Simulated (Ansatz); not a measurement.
Pulling on the Sn1–S2 bond in SnS (multiplicity 1 held). Energies count from the point at 2.223 Å.


Restricted levels (R-, RO-) in cc, def2 and unpolarised 6-31G sets keep to the state of the molecule at rest. U- levels take the lowest unrestricted solution at each point, which mixes spins at long bonds. Curves can end on different states.

Frozen-core correlation. Filled d and f shells under p-block atoms count as core.

Codes used: Ansatz (a program for electronic structure).  In def2 rows elements past Kr take small-core potentials, without spin–orbit coupling.

Energies in kcal/mol.

```
R (Å)  U-HF/def2-TZVPP  R-PBE/def2-TZVPP  R-B3LYP/def2-TZVPP  R-MP2/def2-TZVPP
-----  ---------------  ----------------  ------------------  ----------------
1.778             92.8              97.2                96.6             102.1
2.000             13.5              17.8                17.1              18.5
2.223              0.0               0.0                 0.0               0.0
2.445             11.3               8.1                 9.2               9.1
2.667             22.5              25.7                28.2              29.2
3.001             40.5              55.0                59.6              71.5
3.334             51.5              80.5                87.3             117.2
3.890             57.2             110.7               120.9             153.5
4.445             58.5             128.5               141.7             169.9
5.112             59.1             139.9               155.9             178.7
6.001             59.5             146.7               161.5             182.1
7.113             59.6             149.9               164.1             182.9
8.891             59.7             151.4               165.6             183.2
```

Doubts at one or more of the structures used: a spin-contaminated determinant (U-HF/def2-TZVPP); a restricted determinant that unrestricted orbitals would lower (R-PBE/def2-TZVPP, R-B3LYP/def2-TZVPP, R-MP2/def2-TZVPP).
